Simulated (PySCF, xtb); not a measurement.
C₂H₆N₂Si, SMILES C([SiH](N)N)#C. The values are those of a single conformer.

Harmonic wavenumbers (cm⁻¹) from GFN2-xTB (xtb 6.7.1) at its own minimum, in rising order: 108, 135, 160, 179, 239, 291, 308, 489, 523, 620, 652, 674, 682, 698, 785, 826, 866, 933, 1529, 1532, 2178, 2223, 3350, 3476, 3486, 3512, 3521.

What does PBE-D3(BJ)/def2-SVP run with PySCF give at its own minimum? (The exact figures need the calculation; the answer reports its results.)

123, 157, 211, 250, 329, 363, 371, 402, 442, 582, 688, 696, 732, 756, 793, 870, 871, 931, 1480, 1487, 2077, 2137, 3389, 3485, 3493, 3586, 3596. Paired by order, the mean absolute difference is 48 cm⁻¹ and the zero-point energies are 48.6 and 49.0 kcal/mol.
